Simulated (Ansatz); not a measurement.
`[Cl][SnH2][GeH3]` + `[NH2][GeH3]` → `[GeH3][NH][GeH3]` + `[Cl][SnH3]` at 298.15 K and 1 bar (cleavage of the Ge–Sn bond).

Computed with Ansatz on PBE0-D4/def2-TZVP structures; ΔE is electronic, products minus reactants. CCSD(T)/CBS adds triple-zeta CCSD(T) − MP2 to the extrapolated MP2 energy (def2 sets, frozen cores). def2 core potentials past Kr. For Ge, Sn outer-core shells are correlated without core-valence functions, which leaves a few kJ/mol of doubt a bond. Scalar relativity is left out up to krypton.

```csv
species,CCSD(T)/CBS energy (Eh),H − E (kJ/mol),S (J/(mol·K))
`[Cl][SnH2][GeH3]`,-2752.95817,120.5,365.5
`[NH2][GeH3]`,-2133.81884,141.9,275.3
`[GeH3][NH][GeH3]`,-4211.13400,183.9,351.8
`[Cl][SnH3]`,-675.62576,69.1,276.0
```

H − E and S are ideal-gas, rigid-rotor, harmonic terms from PBE0-D4/def2-TZVP. 1 Eh = 2625.50 kJ/mol, R = 8.31446 J/(mol·K).

Q: By hand: ΔE, ΔH, ΔS and ΔG.

A: ΔE = (-4211.13400) + (-675.62576) − (-2752.95817) − (-2133.81884) = 0.01725 Eh = 45.3 kJ/mol. Δ(H − E) = 183.9 + 69.1 − 120.5 − 141.9 = -9.4, so ΔH = 35.9 kJ/mol. ΔS = 351.8 + 276.0 − 365.5 − 275.3 = -13.0 J/(mol·K). ΔG = 35.9 − 298.15 × (-13.0)/1000 = 39.8 kJ/mol.

Q: By hand: the equilibrium constant, and the temperature at which ΔG would vanish if ΔH and ΔS stayed fixed.

A: log₁₀ K = −ΔG/(RT ln 10) = -7.0. ΔH and −TΔS have one sign here, so there is no such temperature.

The number of gas molecules stays the same, so ΔS is small and ΔH decides. A doubt of 5 kJ/mol in ΔE shifts log₁₀ K by 0.9 here. These are equilibria of isolated gas molecules and say nothing of rates. Largest T1 diagnostic: 0.012 (customary marks: 0.02 for closed shells, 0.045 for open ones).
